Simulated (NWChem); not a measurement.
System: HSeOBr; SMILES O[Se]Br

```xyz
4

Se     0.4003     0.9546     0.0029
Br    -0.0595    -1.3681     0.0058
O     -1.2457     1.7097     0.0696
H     -1.5602     1.7492    -0.8586
```
Atoms are numbered in this order, from 1.

Computed with NWChem. Pople sets run with spherical d functions. The geometry was optimised at PBE-D3(BJ)/def2-SVP.

Task: Taking PBE0/6-311G** as the yardstick, which of these has the fewest basis functions while keeping “highest occupied level (eV)” within 0.05 eV of it: PBE0/3-21G; PBE0/6-31G*; PBE0/STO-3G?

Result: PBE0/6-31G*.
| level | basis functions | highest occupied level (eV) |
|---|---|---|
| PBE0/STO-3G | 42 | -4.08 |
| PBE0/3-21G | 55 | -6.64 |
| PBE0/6-31G* | 80 | -6.84 |
| PBE0/6-311G** | 112 | -6.87 |

The yardstick is one finite set, not the basis-set limit.
